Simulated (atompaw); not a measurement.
**cerium PAW (atompaw): all-electron and pseudo phase curves**

Ce, PAW, made with atompaw 4.2.0.5 (PBEsol, scalar-relativistic). Core [Kr] 4d10, reference 4f1 5s2 5p6 5d1 6s1 6p0 (charge +1). Waves: 5s (bound); 6s (bound); 5p (bound); 6p (bound, empty); 5d (bound); 5d channel at -0.1 Ry; 4f (bound); 4f channel at -0.45 Ry. Local part: bessel scheme, radius 2.80 bohr. Core correction: smooth core density matched at 2.70 bohr. Augmentation charge: sinc compensation charge, radius 2.70 bohr; PAW radius 3.00 bohr; waves and projectors: bloechl.

The phase is arctan(r·u′/u) with u = r·R(r), unwrapped; energies in Ry, scanned from -5 to 5 Ry. A pole is an energy at which the radial function vanishes at the test radius. The pseudo phase is shifted by a multiple of π to meet the all-electron one at the reference energy, and phase errors are pseudo minus all-electron; the curves can meet again beyond the range given. Levels narrower than the energy grid can be missing from the lists of poles.

| channel | radius (bohr) | reference energy (Ry) | poles, all-electron | poles, pseudo | unbroken range about the reference energy with phases within 0.05 rad | phase error 1 Ry above the reference energy (rad) |
| --- | --- | --- | --- | --- | --- | --- |
| s | 3.01 | -0.63 | -3.34, 2.32 | -3.34, 2.20 | below 3.7 | -0.004 |
| p | 3.01 | -0.40 | -1.93, 3.53 | -1.93, 3.49 | the whole range | -0.002 |
| d | 3.01 | -0.63 | 0.15 | 0.15, 1.27 | below 0.9 | -0.001 |
| f | 3.01 | -0.83 | -0.78, 2.75 | -0.78, 3.36 | below 0.7 | +0.002 |

Phases in the d channel:

```
E (Ry)  all-electron  pseudo
 -5.00         1.409   1.408
 -4.52         1.399   1.398
 -4.04         1.386   1.385
 -3.56         1.370   1.369
 -3.08         1.349   1.348
 -2.60         1.319   1.317
 -2.12         1.271   1.270
 -1.64         1.179   1.178
 -1.16         0.908   0.906
 -0.68        -0.619  -0.619
 -0.20        -1.428  -1.428
  0.28        -1.606  -1.606
  0.76        -1.705  -1.719
  1.24        -1.803  -4.666
  1.72        -1.956  -4.920
  2.20        -2.349  -5.040
  2.68        -3.564  -5.237
  3.16        -4.274  -5.699
  3.64        -4.484  -6.653
  4.12        -4.579  -7.260
  4.60        -4.635  -7.495
```
